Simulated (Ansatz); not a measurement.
The same path of CH$_{7}$B$_{2}$N (11 atoms, charge 0, multiplicity 1) was run 3 times with different band settings. The coordinate that changes most is the dihedral B2–B3–N4–H10.

Theory: RKS r2SCAN-D4/def2-SVP in Ansatz.

Relaxed end points:

```xyz
11
Properties=species:S:1:pos:R:3
C -0.533 1.634 0.536
B -0.782 0.231 -0.120
B 0.419 -0.808 -0.682
N 1.020 -1.875 -0.007
H -1.289 1.906 1.292
H -0.696 2.357 -0.292
H 0.477 1.823 0.931
H -1.950 -0.042 -0.351
H 0.815 -0.613 -1.822
H 1.733 -2.462 -0.425
H 0.787 -2.153 0.939
```

```xyz
11
Properties=species:S:1:pos:R:3
C -0.528 1.641 0.524
B -0.776 0.237 -0.130
B 0.424 -0.811 -0.676
N 1.008 -1.883 0.006
H -1.279 1.901 1.290
H -0.706 2.368 -0.295
H 0.484 1.834 0.913
H -1.943 -0.033 -0.368
H 0.837 -0.620 -1.811
H 0.759 -2.158 0.949
H 1.722 -2.476 -0.401
```

Common settings: climbing image yes; spring 5.0 eV/Å²; start path IDPP; force threshold 0.03 eV/Å; iteration limit 60; end points relaxed.

| run | movable images | optimiser | largest step |
| --- | --- | --- | --- |
| 1 | 7 | quadratic models (default) | default |
| 2 | 7 | lbfgs | 0.5 Å |
| 3 | 1 | quadratic models (default) | default |

(1) What does each run give, and how far can it be trusted?

Results:

(1) Run 1: converged after 11 iterations, highest image 1.314 eV above the first end. A vibrational analysis at the climbing image gives one clearly imaginary mode, 648i cm⁻¹: a first-order saddle point.
Run 2: converged after 56 iterations, highest image 1.315 eV above the first end. Another band between the same ends (7 images) ends at a top of the same energy, where a vibrational analysis finds 1 clearly imaginary mode.
Run 3: converged after 18 iterations, highest image 1.314 eV above the first end. The dihedral B2–B3–N4–H10 jumps by 126° between images 1 and 2, so the path isn't resolved there. Neighbouring images differ by up to 1.3 eV, so the band resolves the path poorly. Another band between the same ends (7 images) ends at a top of the same energy, where a vibrational analysis finds 1 clearly imaginary mode. So few images can step over the top or miss a turn of the path.
